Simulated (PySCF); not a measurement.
## Working out the excitation energy of O²⁺

O²⁺ [He] 2s2 2p2 (3P) → O²⁺ [He] 2s2 2p1 3s1 (3P). Calculation: PySCF 2.14, in aug-cc-pVDZ (4s3p2d, 23 functions); the non-relativistic Hamiltonian (point nucleus). Frozen: 1s2. Energies in hartree (1 hartree = 27.21139 eV):

```csv
part,O²⁺ (lower),O²⁺ (upper)
UHF,-73.083444,-71.848818
MP2 opposite-spin,-0.048392,-0.055786
MP2 same-spin,-0.007939,-0.006076
```

**Question.** What does Hartree-Fock give?

**Answer.** (-71.848818) − (-73.083444) = 1.234626 hartree = 33.596 eV.

**Question.** What do MP2 and SCS-MP2 (6/5 opposite-spin, 1/3 same-spin) give?

**Answer.** The opposite-spin parts differ by -0.201 eV and the same-spin parts by 0.051 eV. MP2: 33.596 + (-0.201) + (0.051) = 33.446 eV. SCS-MP2: 33.596 + 1.2 × (-0.201) + (0.051)/3 = 33.372 eV.

A double-zeta basis recovers only part of the correlation energy.
